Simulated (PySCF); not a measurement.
H2Se, charge +1, doublet, at a GFN2-xTB geometry (a state made from the parent by changing its charge; the spin is typed, not shown lowest); PBE0/cc-pVTZ run with PySCF.

Here is a job for PySCF.
```python
from pyscf import gto, scf, dft

mol = gto.Mole()
mol.atom = '''
    Se   -0.00212003    0.05554000   -0.00139670
    H    -1.02654637   -0.98490244    0.01728965
    H     1.09862725   -0.90345749    0.03019805
'''
mol.basis = 'cc-pvtz'
mol.charge = 1
mol.spin = 1
mol.verbose = 4
mol.build()

mf = dft.UKS(mol)
mf.xc = 'pbe0'
mf.kernel()
mf.analyze()
```

It wrote (shortened):

```
PySCF version 2.14.0

[INPUT] verbose = 4
[INPUT] num. atoms = 3
[INPUT] num. electrons = 35
[INPUT] charge = 1
[INPUT] spin (= nelec alpha-beta = 2S) = 1
[INPUT] symmetry False subgroup None
[INPUT] Mole.unit = angstrom
[INPUT] Symbol           X                Y                Z      unit          X                Y                Z       unit  Magmom
[INPUT]  1 Se    -0.002120030000   0.055540000000  -0.001396700000 AA   -0.004006276076   0.104955388958  -0.002639380478 Bohr   0.0
[INPUT]  2 H     -1.026546370000  -0.984902440000   0.017289650000 AA   -1.939891493466  -1.861195871016   0.032672703290 Bohr   0.0
[INPUT]  3 H      1.098627250000  -0.903457490000   0.030198050000 AA    2.076104615484  -1.707287221287   0.057066043996 Bohr   0.0

nuclear repulsion = 24.8912712436999
number of shells = 22
number of NR pGTOs = 143
number of NR cGTOs = 71
basis = cc-pvtz
ecp = {}

******** <class 'pyscf.dft.uks.UKS'> ********
method = UKS
initial guess = minao
damping factor = 0
level_shift factor = 0
DIIS = <class 'pyscf.scf.diis.CDIIS'>
diis_start_cycle = 1
diis_space = 8
diis_damp = 0
SCF conv_tol = 1e-09
SCF conv_tol_grad = None
SCF max_cycles = 50
direct_scf = True
direct_scf_tol = 1e-13
number electrons alpha = 18  beta = 17
XC library pyscf.dft.libxc version 7.1.2
    S. Lehtola, C. Steigemann, M. J. T. Oliveira, and M. A. L. Marques,  SoftwareX 7, 1–5 (2018)
XC functionals = pbe0
    C. Adamo and V. Barone,  J. Chem. Phys. 110, 6158 (1999)
    M. Ernzerhof and G. E. Scuseria,  J. Chem. Phys. 110, 5029 (1999)
radial grids:
    Treutler-Ahlrichs [JCP 102, 346 (1995); DOI:10.1063/1.469408] (M4) radial grids

becke partition: Becke, JCP 88, 2547 (1988); DOI:10.1063/1.454033
pruning grids: <function nwchem_prune>
grids dens level: 3
symmetrized grids: False
atomic radii adjust function: <function treutler_atomic_radii_adjust>
small_rho_cutoff = 0
Set gradient conv threshold to 3.16228e-05
tot grids = 40040
init E= -2401.56838063539

cycle= 1 E= -2402.11709067598  delta_E= -0.549  |g|= 0.253  |ddm|= 0.963
cycle= 2 E= -2402.13715212825  delta_E= -0.0201  |g|= 0.201  |ddm|= 0.335
cycle= 3 E= -2402.14669988179  delta_E= -0.00955  |g|= 0.0139  |ddm|= 0.113
cycle= 4 E= -2402.14681437587  delta_E= -0.000114  |g|= 0.00532  |ddm|= 0.0166
cycle= 5 E= -2402.14683424614  delta_E= -1.99e-05  |g|= 0.00165  |ddm|= 0.00541
cycle= 6 E= -2402.14683654109  delta_E= -2.29e-06  |g|= 0.00042  |ddm|= 0.00193
cycle= 7 E= -2402.14683679134  delta_E= -2.5e-07  |g|= 0.000124  |ddm|= 0.000696
cycle= 8 E= -2402.14683682492  delta_E= -3.36e-08  |g|= 2.71e-05  |ddm|= 0.00031
cycle= 9 E= -2402.14683682659  delta_E= -1.67e-09  |g|= 3.12e-06  |ddm|= 7.79e-05
cycle= 10 E= -2402.14683682662  delta_E= -3.05e-11  |g|= 4.87e-07  |ddm|= 8.31e-06
Extra cycle  E= -2402.14683682661  delta_E= 1e-11  |g|= 1.73e-07  |ddm|= 6.05e-07
converged SCF energy = -2402.14683682661  <S^2> = 0.75463245  2S+1 = 2.0046271
**** SCF Summaries ****
Total Energy =                       -2402.146836826607341
Nuclear Repulsion Energy =              24.891271243699865
One-electron Energy =                -3381.742199287784842
Two-electron Energy =                  954.704091217477753
Two-electron Coulomb Energy =         1042.020294204088714
DFT Exchange-Correlation Energy =      -87.316202986610918
**** MO energy ****
                             alpha | beta                alpha | beta
MO #1   energy= -454.652480290728  | -454.650125292988  occ= 1 | 1
MO #2   energy= -58.5957130050114  | -58.5945893170822  occ= 1 | 1
MO #3   energy= -52.6086086373188  | -52.6043806080406  occ= 1 | 1
MO #4   energy= -52.6052656368347  | -52.6033952060535  occ= 1 | 1
MO #5   energy= -52.6041445654381  | -52.6033165731998  occ= 1 | 1
MO #6   energy= -8.26204278657391  | -8.25817156251236  occ= 1 | 1
MO #7   energy= -6.19020031963905  | -6.18060792568908  occ= 1 | 1
MO #8   energy= -6.18225338930311  | -6.1789813839839   occ= 1 | 1
MO #9   energy= -6.17835359167694  | -6.17686034366018  occ= 1 | 1
MO #10  energy= -2.51360785726242  | -2.50635557167152  occ= 1 | 1
MO #11  energy= -2.51228221733983  | -2.50604754828627  occ= 1 | 1
MO #12  energy= -2.50914291300692  | -2.50445702960497  occ= 1 | 1
MO #13  energy= -2.50524975890099  | -2.50299740359221  occ= 1 | 1
MO #14  energy= -2.50365157103566  | -2.50213117406152  occ= 1 | 1
MO #15  energy= -1.0778380540311   | -1.03623889890095  occ= 1 | 1
MO #16  energy= -0.74187618771478  | -0.733799830479938 occ= 1 | 1
MO #17  energy= -0.676688184129775 | -0.661773097151528 occ= 1 | 1
MO #18  energy= -0.6212867018277   | -0.456430019373989 occ= 1 | 0
MO #19  energy= -0.26360311967635  | -0.25733899721862  occ= 0 | 0
MO #20  energy= -0.236731494427577 | -0.222794981881582 occ= 0 | 0
MO #21  energy= -0.0672325881679035 | -0.0419322140565388 occ= 0 | 0
MO #22  energy= -0.0412900341574085 | -0.0368038103483075 occ= 0 | 0
MO #23  energy= -0.0169975825504087 | -0.00136450627935414 occ= 0 | 0
MO #24  energy= -0.0167006057396974 | 0.00640329239200188 occ= 0 | 0
MO #25  energy= -0.0148742881675049 | 0.0206417444325204 occ= 0 | 0
MO #26  energy= -0.00415777317486222 | 0.0254292742265152 occ= 0 | 0

To work with the spin densities directly, `use mulliken_meta_spin()` only printing them here.

 ** Mulliken spin pop alpha/beta on meta-lowdin orthogonal AOs **
 ** Mulliken Spin Density (per AO)  **
spin_pop of  0 Se 1s       -0.00000
spin_pop of  0 Se 2s       -0.00000
spin_pop of  0 Se 3s        0.00000
spin_pop of  0 Se 4s        0.01836
spin_pop of  0 Se 5s       -0.00057
spin_pop of  0 Se 6s        0.00014
spin_pop of  0 Se 2px       0.00000
spin_pop of  0 Se 2py       0.00000
spin_pop of  0 Se 2pz       0.00000
spin_pop of  0 Se 3px      -0.00000
spin_pop of  0 Se 3py      -0.00000
spin_pop of  0 Se 3pz       0.00006
spin_pop of  0 Se 4px       0.02626
spin_pop of  0 Se 4py       0.00559
spin_pop of  0 Se 4pz       0.98713
spin_pop of  0 Se 5px       0.00049
spin_pop of  0 Se 5py       0.00081
spin_pop of  0 Se 5pz       0.00941
spin_pop of  0 Se 6px      -0.00007
spin_pop of  0 Se 6py       0.00001
spin_pop of  0 Se 6pz      -0.00000
spin_pop of  0 Se 3dxy     -0.00001
spin_pop of  0 Se 3dyz     -0.00004
spin_pop of  0 Se 3dz^2    -0.00006
spin_pop of  0 Se 3dxz     -0.00004
spin_pop of  0 Se 3dx2-y2   -0.00001
spin_pop of  0 Se 4dxy      0.00062
spin_pop of  0 Se 4dyz      0.00181
spin_pop of  0 Se 4dz^2     0.00082
spin_pop of  0 Se 4dxz      0.00003
spin_pop of  0 Se 4dx2-y2    0.00020
spin_pop of  0 Se 5dxy     -0.00007
spin_pop of  0 Se 5dyz      0.00005
spin_pop of  0 Se 5dz^2     0.00000
spin_pop of  0 Se 5dxz      0.00001
spin_pop of  0 Se 5dx2-y2    0.00000
spin_pop of  0 Se 4f-3      0.00005
spin_pop of  0 Se 4f-2     -0.00000
spin_pop of  0 Se 4f-1     -0.00044
spin_pop of  0 Se 4f+0      0.00001
spin_pop of  0 Se 4f+1     -0.00029
spin_pop of  0 Se 4f+2      0.00001
spin_pop of  0 Se 4f+3      0.00000
spin_pop of  1 H 1s       -0.02528
spin_pop of  1 H 2s       -0.00031
spin_pop of  1 H 3s        0.00011
spin_pop of  1 H 2px       0.00006
spin_pop of  1 H 2py      -0.00014
spin_pop of  1 H 2pz       0.00037
spin_pop of  1 H 3px      -0.00001
spin_pop of  1 H 3py      -0.00001
spin_pop of  1 H 3pz       0.00001
spin_pop of  1 H 3dxy      0.00001
spin_pop of  1 H 3dyz      0.00002
spin_pop of  1 H 3dz^2    -0.00002
spin_pop of  1 H 3dxz      0.00004
spin_pop of  1 H 3dx2-y2    0.00000
spin_pop of  2 H 1s       -0.02528
spin_pop of  2 H 2s       -0.00031
spin_pop of  2 H 3s        0.00011
spin_pop of  2 H 2px       0.00005
spin_pop of  2 H 2py      -0.00014
spin_pop of  2 H 2pz       0.00037
spin_pop of  2 H 3px      -0.00001
spin_pop of  2 H 3py      -0.00001
spin_pop of  2 H 3pz       0.00001
spin_pop of  2 H 3dxy      0.00001
spin_pop of  2 H 3dyz      0.00002
spin_pop of  2 H 3dz^2    -0.00002
spin_pop of  2 H 3dxz      0.00004
spin_pop of  2 H 3dx2-y2    0.00000
 ** Mulliken Spin Density (per atom)  **
spin density of  0 Se =      1.05028
spin density of  1 H =     -0.02514
spin density of  2 H =     -0.02514
 ** Mulliken pop alpha/beta on meta-lowdin orthogonal AOs **
 ** Mulliken pop       alpha | beta **
In total            18.00000 | 17.00000
 ** Mulliken atomic charges   ( Nelec_alpha | Nelec_beta ) **
charge of  0Se =      0.68735  (    17.18146     16.13118 )
charge of  1H =      0.15632  (     0.40927      0.43441 )
charge of  2H =      0.15632  (     0.40927      0.43441 )

WARN: System has nonzero charge 1; the dipole moment is origin-dependent.
Location of origin: [0. 0. 0.]

Dipole moment(X, Y, Z, Debye):  0.05315, -1.39241,  0.03502
```
